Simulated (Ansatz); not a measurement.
## How methods differ on SiH4O4 (orthosilicic acid)

The species is SiH4O4 (9 atoms), meant as a singlet with charge 0. As SMILES, `O[Si](O)(O)O`. The shape is that of a PBE0-D4/def2-TZVP optimisation. This is one conformer, not always the lowest.

Quantity: the vertical energy of the triplet above the singlet, in eV. The values are calculated.

| level | kind | program | value (eV) | less CCSD(T)/def2-SVP |
| --- | --- | --- | --- | --- |
| SVWN5/def2-SVP | LDA | Ansatz | 7.13 | -1.67 |
| PBE/def2-SVP | GGA | Ansatz | 7.11 | -1.69 |
| PBE0/def2-SVP | global hybrid | Ansatz | 8.24 | -0.56 |
| HSE06/def2-SVP | range-separated hybrid | Ansatz | 8.21 | -0.59 |
| B2PLYP/def2-SVP | double hybrid | Ansatz | 8.62 | -0.18 |
| RPA@PBE/def2-SVP | RPA | Ansatz | 7.60 | -1.20 |
| MP2/def2-SVP | perturbation theory | Ansatz | 9.12 | +0.32 |
| CCSD(T)/def2-SVP | coupled cluster or CI | Ansatz | 8.80 | 0.00 |

Differences are taken from CCSD(T)/def2-SVP for orientation; it has basis-set and higher-order errors of its own. The values span 7.11 to 9.12 eV. A triplet this far above the singlet is often a Rydberg-like or dissociative state; sets without diffuse functions put Rydberg states too high.
